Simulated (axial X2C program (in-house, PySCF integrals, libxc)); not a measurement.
# BeO⁺: properties at the nuclei

Computed with an axial X2C code built on PySCF integrals: two-component X2C with atomic mean-field Coulomb and Gaunt terms, Gaussian nuclei, basis O dyall-av3z, Be dyall-cv3z with contracted cores.

R = 1.416 Å (near the PBE0 minimum at charge 1 of the determinant lowest at the starting distance; the state shown can have its own minimum elsewhere).

Input and command:
```json
{"zs": [8, 4], "q": 1, "bas": ["dyall-av3z", "dyall-cv3z"], "r0": 1.47, "levels": ["PBE0", "HF", "LDA", "PBE", "r2SCAN"], "nst": 3}
```
```bash
python soeom.py task.json out
```

Keys: zs atomic numbers; q charge; bas basis sets; r0 starting distance in Å; levels methods; nst determinants followed.

Determinant lowest in the PBE0 search, Ω = 3/2 (⟨Sz⟩ = 0.50, ⟨Lz⟩ = 1.00 at PBE0), spin on the atoms O 0.48, Be 0.02:

```tsv
level	Eeff magnitude (GV/cm)	Ws magnitude O (kHz)	Ws magnitude Be (kHz)	A∥/gI O (MHz)	qzz O (a.u.)	A∥/gI Be (MHz)	qzz Be (a.u.)
PBE0	0.000849	0.00015	3.21e-05	194	-1.28	2.92	-0.09
HF	0.00197	0.000412	5.96e-05	206	-1.20	-1.55	-0.11
LDA	0.000489	5.5e-05	3.19e-05	187	-1.35	0.889	-0.08
PBE	0.000677	0.000108	2.65e-05	191	-1.33	3.5	-0.08
r2SCAN	0.0013	0.000241	4.23e-05	198	-1.34	1.13	-0.09
```

Eeff is the effective electric field on the electron electric dipole moment in this Ω state and Ws the scalar–pseudoscalar constant of the nucleus named (defined with the proton number Z and per Ω); A∥ (defined per Ω) follows by multiplying with gI = μI/(I μN); qzz is the electric field gradient, eQq0 = 234.96 MHz × Q/barn × qzz. The operators were transformed with the bare-nucleus X2C matrices; with these basis sets, hyperfine constants and field gradients can be off by tens of per cent, and where levels differ in sign neither size nor sign is settled.

Task: With gI(17O) = -0.7575, Q(17O) = -0.02558 barn, Q(9Be) = 0.05288 barn (g factors from the IAEA table of nuclear moments by Stone; Q from Pyykkö, Mol. Phys. 2018), turn the PBE0 values of the first state into constants in MHz.

Result: A∥(17O) = 194 × -0.7575 = -147 MHz; eQq0(17O) = 234.96 × (-0.02558) × (-1.28) = 7.69 MHz; eQq0(9Be) = 234.96 × (0.05288) × (-0.09) = -1.12 MHz.

Each state is one determinant with collinear spin. Unrestricted Hartree–Fock can overshoot spin polarisation at the nuclei. Where Eeff spreads by more than a factor of two the levels disagree and none is to be relied on. The search compared states at one distance, so a state with another bond length can lie lower. Further determinants of the search, some of them spin-mixed, are not shown. Where a field gradient or hyperfine factor spreads by more than a factor of two over the levels, a constant derived from it is not to be relied on.
